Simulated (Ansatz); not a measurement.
`[SiH3]N([SiH3])[Si]S` + H₂O → `O[Si]S` + `[SiH3]N[SiH3]`  (formal hydrolysis of the Si–N bond)

Calculated with Ansatz (gas phase, PBE0-D4/def2-TZVP geometries, no zero-point term in ΔE). CBS: MP2 limit from def2 TZ/QZ plus the TZ coupled-cluster correction, frozen cores. This one scheme is used for every species. DFT in def2-TZVPP. B3LYP here is the variant with VWN-RPA as its local correlation; programs differ in this. HSE06 is defined as in plane-wave codes. Each species was taken in one conformer, which may not be the lowest.

`[SiH3]N([SiH3])[Si]S`:

```xyz
12

Si   -0.290    0.689    1.067
N     0.032   -0.249   -0.373
Si    1.718   -0.383   -0.840
Si   -1.107   -1.067   -1.403
S    -3.049   -0.685   -0.528
H     1.016    1.177    1.582
H    -0.946   -0.139    2.110
H    -1.160    1.854    0.763
H     1.776   -1.208   -2.072
H     2.504   -1.028    0.243
H     2.290    0.963   -1.102
H    -2.784    0.074    0.552
```

H₂O:

Cartesian coordinates in Å:
```
O 0.076 0.307 0.227
H -0.764 0.069 -0.170
H 0.688 -0.376 -0.056
```

`O[Si]S`:

```xyz
5

O    -1.008   -0.302    0.928
Si   -0.893   -0.823   -0.630
S     0.939    0.089   -1.368
H    -0.359    0.277    1.336
H     1.321    0.760   -0.266
```

`[SiH3]N[SiH3]`:

Z-matrix (Å, degrees):
```
Si
N 1 1.726
H 1 1.490 2 112.6
H 1 1.484 2 107.4 3 119.9
H 1 1.489 2 110.9 3 -120.0
Si 2 1.726 1 128.9 3 -109.8
H 2 1.011 1 115.5 3 66.2
H 6 1.490 2 112.6 1 109.8
H 6 1.484 2 107.4 1 -10.1
H 6 1.488 2 110.9 1 -130.1
```

Problem. Is it downhill or uphill in electronic energy at CCSD(T)/CBS, and by how much? (Estimate.)

Solution. Computed: Downhill: ΔE = -0.26 eV.

Problem. What do these levels give: r2SCAN-D4, PBE0-D4, B3LYP-D4, HSE06-D4, ωB97X-V, PBE-QIDH, BLYP, r2SCAN, LC-ωPBE, MP2/def2-SVP, CCSD(T)/def2-SVP, HF/def2-QZVPP? (Best estimate.)

Solution. The calculation gave: r2SCAN-D4 -0.34, PBE0-D4 -0.26, B3LYP-D4 -0.33, HSE06-D4 -0.26, ωB97X-V -0.39, PBE-QIDH -0.30, BLYP -0.58, r2SCAN -0.37, LC-ωPBE -0.43, MP2/def2-SVP -0.27, CCSD(T)/def2-SVP -0.27, HF/def2-QZVPP -0.64 eV.

Problem. What do rigid-rotor, harmonic-oscillator terms from PBE0-D4/def2-TZVP frequencies (298.15 K, 1 bar) make of the CCSD(T)/CBS value? (An estimate is asked.)

Solution. Ansatz gave: ΔZPE = +0.03 eV, ΔH = -0.27 eV, ΔS = 35 J/(mol·K), ΔG = -0.38 eV. Modes under 50 cm⁻¹ make the entropy rough.

Largest T1 diagnostic among the species: 0.015.

The D4 term adds +0.22 eV with B3LYP and +0.12 eV with PBE0; it sums over pairs of atoms, weighted by their polarisabilities, and B3LYP, whose exchange is more repulsive, gets the larger term. Leaving LDA and LC-ωPBE aside and taking each functional with its dispersion term where it has one, the values, not all of them listed here, spread over 0.24 eV, from B2PLYP to revPBE-D4. LDA lies +0.12 eV from PBE without D4.
